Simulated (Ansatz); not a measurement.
H2OPb (SMILES [OH][PbH]) moved off its minimum; all values from Ansatz (an electronic-structure program), cores frozen in correlated methods. Elements past Kr take the def2 small-core potentials, without spin–orbit coupling.
(charge 0, multiplicity 1)
```xyz
4

Pb    -0.1493    -0.2054     0.1192
H     -1.3917    -0.0078    -1.1650
O      1.4042     0.8495    -1.0270
H      0.9755     1.1906    -1.8630
```

Q: Give the forces (eV/Å), the total energy and the dipole at CCSD(T)/def2-TZVPPD.

A: 
| atom | Fx | Fy | Fz |
|---|---|---|---|
| Pb1 | 1.340 | 0.371 | 0.076 |
| H2 | -0.560 | 0.123 | -0.597 |
| O3 | -1.526 | 0.069 | -0.788 |
| H4 | 0.746 | -0.563 | 1.310 |
Energy -268.2455 hartree, dipole 2.78 D.
